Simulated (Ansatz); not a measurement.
`[F][AlH][Br]` + H–F → `[F][AlH][F]` + HBr at 298.15 K and 1 bar (ligand exchange at the Al–Br bond).

Program: Ansatz. Geometries: PBE0-D4/def2-TZVP. ΔE: electronic, gas phase. CCSD(T)/CBS adds triple-zeta CCSD(T) − MP2 to the extrapolated MP2 energy (def2 sets, frozen cores). This one scheme is used for every species. For Br outer-core shells are correlated without core-valence functions, which leaves a few kJ/mol of doubt a bond. Scalar relativity is left out up to krypton.

```json
{"species": "`[F][AlH][Br]`", "CCSD(T)/CBS energy (Eh)": "-2915.86674", "H − E (kJ/mol)": "40.8", "S (J/(mol·K))": "294.2"}
{"species": "H–F", "CCSD(T)/CBS energy (Eh)": "-100.39570", "H − E (kJ/mol)": "33.5", "S (J/(mol·K))": "173.6"}
{"species": "`[F][AlH][F]`", "CCSD(T)/CBS energy (Eh)": "-442.35155", "H − E (kJ/mol)": "43.3", "S (J/(mol·K))": "264.7"}
{"species": "HBr", "CCSD(T)/CBS energy (Eh)": "-2573.91920", "H − E (kJ/mol)": "24.6", "S (J/(mol·K))": "198.6"}
```

H − E and S are ideal-gas, rigid-rotor, harmonic terms from PBE0-D4/def2-TZVP. 1 Eh = 2625.50 kJ/mol, R = 8.31446 J/(mol·K).

Task: By hand: ΔE, ΔH, ΔS and ΔG.

Result: ΔE = (-442.35155) + (-2573.91920) − (-2915.86674) − (-100.39570) = -0.00831 Eh = -21.8 kJ/mol. Δ(H − E) = 43.3 + 24.6 − 40.8 − 33.5 = -6.4, so ΔH = -28.2 kJ/mol. ΔS = 264.7 + 198.6 − 294.2 − 173.6 = -4.5 J/(mol·K). ΔG = -28.2 − 298.15 × (-4.5)/1000 = -26.9 kJ/mol.

Task: By hand: the equilibrium constant, and the temperature at which ΔG would vanish if ΔH and ΔS stayed fixed.

Result: log₁₀ K = −ΔG/(RT ln 10) = 4.7. ΔG = 0 at ΔH/ΔS = 6267 K, far beyond where these terms or the molecules hold.

The number of gas molecules stays the same, so ΔS is small and ΔH decides. A doubt of 5 kJ/mol in ΔE shifts log₁₀ K by 0.9 here. These are equilibria of isolated gas molecules and say nothing of rates. Largest T1 diagnostic: 0.013 (customary marks: 0.02 for closed shells, 0.045 for open ones).
